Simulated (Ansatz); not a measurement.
Consider the formal exchange of groups at the Si–F bond: `O[Si](O)(F)O[SiH3]` + SiH₄ → `O[Si](O)([SiH3])O[SiH3]` + H–F.

Calculated with Ansatz (gas phase, PBE0-D4/def2-TZVP geometries, no zero-point term in ΔE). CCSD(T)/CBS adds triple-zeta CCSD(T) − MP2 to the extrapolated MP2 energy (def2 sets, frozen cores). This one scheme is used for every species. Functionals use def2-TZVPP. B3LYP here is the variant with VWN-RPA as its local correlation; programs differ in this. One conformer a species, not always the lowest.

`O[Si](O)(F)O[SiH3]`:

Z-matrix (Å, degrees):
```
Si
O 1 1.618
F 1 1.588 2 111.5
O 1 1.623 2 108.8 3 -119.0
O 1 1.606 2 108.2 3 117.2
H 2 0.958 1 118.4 3 77.1
H 4 0.958 1 118.5 2 163.8
Si 5 1.641 1 145.4 2 9.7
H 8 1.484 5 110.1 1 -66.9
H 8 1.484 5 110.2 1 54.1
H 8 1.483 5 107.5 1 173.6
```

SiH₄:

```xyz
5

Si    0.000    0.000    0.000
H     1.334    0.268    0.595
H     0.023   -1.311   -0.696
H    -0.333    1.071   -0.973
H    -1.024   -0.028    1.074
```

`O[Si](O)([SiH3])O[SiH3]`:

Z-matrix (Å, degrees):
```
Si
O 1 1.633
Si 1 2.336 2 106.8
O 1 1.640 2 107.3 3 -122.4
O 1 1.636 2 112.5 3 120.4
H 2 0.960 1 117.6 3 157.3
H 3 1.488 1 110.6 2 60.9
H 3 1.486 1 110.9 2 -60.2
H 3 1.489 1 109.4 2 179.9
H 4 0.958 1 117.0 2 -151.3
Si 5 1.639 1 145.1 2 -56.7
H 11 1.483 5 108.0 1 -163.8
H 11 1.487 5 110.3 1 -44.1
H 11 1.485 5 110.2 1 76.6
```

H–F:

Z-matrix (Å, degrees):
```
F
H 1 0.920
```

(1) Is it downhill or uphill in electronic energy at CCSD(T)/CBS, and by how much? (Estimate.)

(2) What do these levels give: B3LYP-D4, SCS-MP2/def2-TZVPP, MP2/def2-QZVPP, SCS-MP2/def2-QZVPP, HF/CBS(def2), CCSD/CBS(def2)? (Best estimate.)

Largest T1 diagnostic among the species: 0.013.

Results:

(1) The calculation gave: Uphill: ΔE = +170.2 kJ/mol.

(2) Ansatz gave: B3LYP-D4 169.8, SCS-MP2/def2-TZVPP 182.6, MP2/def2-QZVPP 174.9, SCS-MP2/def2-QZVPP 181.5, HF/CBS(def2) 214.3, CCSD/CBS(def2) 176.0 kJ/mol.

From PBE to PBE0 (25 % exact exchange), in def2-TZVPP and without D4, ΔE moves by +10.3 kJ/mol. The D4 term adds −10.2 kJ/mol with B3LYP and −6.1 kJ/mol with PBE0; it sums over pairs of atoms, weighted by their polarisabilities, and B3LYP, whose exchange is more repulsive, gets the larger term. In def2-TZVPP, CCSD(T) changes the Hartree–Fock value by −37.8 kJ/mol (the triples alone add −5.8 kJ/mol) and MP2 by −35.4 kJ/mol.
